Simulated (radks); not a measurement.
The numbers below are computed, except where a source is named.
Species: the sulfur anion S-. Configuration: [Ne] 3s2 3p5. Code: a radial shooting solver on a logarithmic mesh with Libxc functionals. Model: scalar-relativistic Kohn-Sham, PBE, spin-polarised, spherical densities, point nucleus; open shells are filled with parallel spins first; hard spherical wall at 3 bohr.

Normalised radial functions P(r) = r R(r), r in bohr:

r,2s down,2p up
0.008384,0.2538,0.0088
0.009303,0.2771,0.0107
0.01041,0.3041,0.0133
0.01155,0.3309,0.0161
0.01291,0.3614,0.0199
0.01445,0.3936,0.0246
0.01603,0.4249,0.0298
0.01793,0.4597,0.0367
0.02005,0.4954,0.0451
0.02225,0.5287,0.0545
0.02489,0.5642,0.0667
0.02762,0.5960,0.0802
0.03089,0.6280,0.0977
0.03455,0.6563,0.1187
0.03834,0.6781,0.1418
0.04288,0.6948,0.1712
0.04758,0.7024,0.2031
0.05322,0.7000,0.2433
0.05952,0.6841,0.2900
0.06605,0.6553,0.3398
0.07387,0.6067,0.4007
0.08263,0.5377,0.4697
0.09169,0.4538,0.5410
0.1026,0.3409,0.6252
0.1138,0.2150,0.7099
0.1273,0.0574,0.8068
0.1424,-0.1208,0.9079
0.158,-0.3012,1.0034
0.1767,-0.5061,1.1048
0.1976,-0.7149,1.2011
0.2193,-0.9043,1.2820
0.2453,-1.0938,1.3552
0.2722,-1.2472,1.4059
0.3044,-1.3782,1.4376
0.3405,-1.4653,1.4416
0.3778,-1.5012,1.4184
0.4226,-1.4887,1.3636
0.4689,-1.4307,1.2861
0.5245,-1.3232,1.1771
0.5866,-1.1780,1.0468
0.6509,-1.0203,0.9129
0.728,-0.8389,0.7626
0.8143,-0.6591,0.6140
0.9036,-0.5047,0.4850
1.011,-0.3605,0.3617
1.121,-0.2511,0.2646
1.254,-0.1605,0.1800
1.403,-0.0961,0.1159
1.557,-0.0560,0.0731
1.741,-0.0290,0.0417
1.948,-0.0138,0.0222
2.161,-0.0063,0.0114
2.417,-0.0025,0.0051
2.682,-0.0009,0.0020
3,0.0000,0.0000

2s down: eigenvalue -178.62 eV, 1 radial node at r = 0.132 bohr, <r> = 0.481 bohr, 90 % of the charge inside 0.755 bohr. 2p up: eigenvalue -123.34 eV, 0 radial nodes, <r> = 0.446 bohr, 90 % of the charge inside 0.745 bohr.
